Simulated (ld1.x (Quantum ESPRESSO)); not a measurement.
# platinum (Pt), ultrasoft: configuration errors across variants

- Element: platinum (Pt)
- Generator: ld1.x (Quantum ESPRESSO) 7.5
- Type: ultrasoft
- Functional: LDA (PZ)
- Relativity: scalar-relativistic
- Frozen core: [Kr] 4d10 4f14
- Valence charge: 18
- Reference configuration: 5s2 5p6 5d8 6s0 6p0 (charge +2)
- Partial waves: 5s (bound): rcut 1.20, rcutus 1.30 bohr; 6s (bound, empty): rcut 1.20, rcutus 1.30 bohr; 5p (bound): rcut 1.55, rcutus 1.85 bohr; 6p (bound, empty): rcut 1.55, rcutus 1.85 bohr; 5d (bound): rcut 1.10, rcutus 1.35 bohr; 5d channel at -1.15 Ry: rcut 1.10, rcutus 1.35 bohr
- Local potential: all-electron potential smoothed inside 1.50 bohr (lloc = -1)
- Core correction: none
- Augmentation charge: built from norm-conserving waves at rcut, not smoothed further

All-electron excitation energies from the reference (eV): (1) 5s2 5p6 5d9 6s1 6p0 -29.804; (2) 5s2 5p6 5d9 6s0 6p0 -20.259; (3) 5s2 5p6 5d7 6s0 6p0 32.512; (4) 5s2 5p6 5d8 6s1 6p1 -23.208; (5) 5s2 5p6 5d8 6s1 6p0 -18.387; (6) 5s2 5p6 5d9 6s0.5 6p0 -25.943; (7) 5s2 5p6 5d10 6s0 6p0 -29.750; (8) 5s2 5p6 5d8 6s0 6p0 spin -0.564; (9) 5s2 5p6 5d9 6s1 6p0 spin -30.183.

Spin tests fill each open shell by Hund’s rule, majority spin first.

The overlap operator is not positive definite (basis up to 400 Ry) in “base”, “local potential all-electron potential smoothed inside 1.02 bohr (lloc = -1)”, “local potential all-electron potential smoothed inside 1.36 bohr (lloc = -1)”, “local potential all-electron potential smoothed inside 1.60 bohr (lloc = -1)”. Such files are unfit for use, however small their errors in these radial tests.

1 further variants failed, have other tests or too few solved ones, and are left out.

Errors AE − PS in meV (a dash: test not solved or not reliable):

```csv
change,(1),(2),(3),(4),(5),(6),(7),(8),(9),bound ghosts
base,-1767,-2.5,-21,-2868,-2360,-1020,-8.0,+51,-1728,not determined (overlap not positive)
local potential all-electron potential smoothed inside 1.02 bohr (lloc = -1),–,–,–,–,–,–,–,–,–,not determined (overlap not positive)
local potential all-electron potential smoothed inside 1.36 bohr (lloc = -1),-1842,-3.0,-22,-2950,-2435,-1064,-9.0,+51,-1783,not determined (overlap not positive)
local potential all-electron potential smoothed inside 1.60 bohr (lloc = -1),-1782,-0.5,-14,-2954,-2510,-1001,-3.5,+52,-1796,not determined (overlap not positive)
local potential all-electron potential smoothed inside 2.08 bohr (lloc = -1),-1767,-4.7,-26,-2952,-2354,-1012,-12,+51,-1708,not determined
```

**Question.** Give the same row for: local potential all-electron potential smoothed inside 1.88 bohr (lloc = -1).

**Answer.** -1850, -4.5, -25, -3123, -2516, -1054, -12, +51, -1830; bound ghosts: not determined.
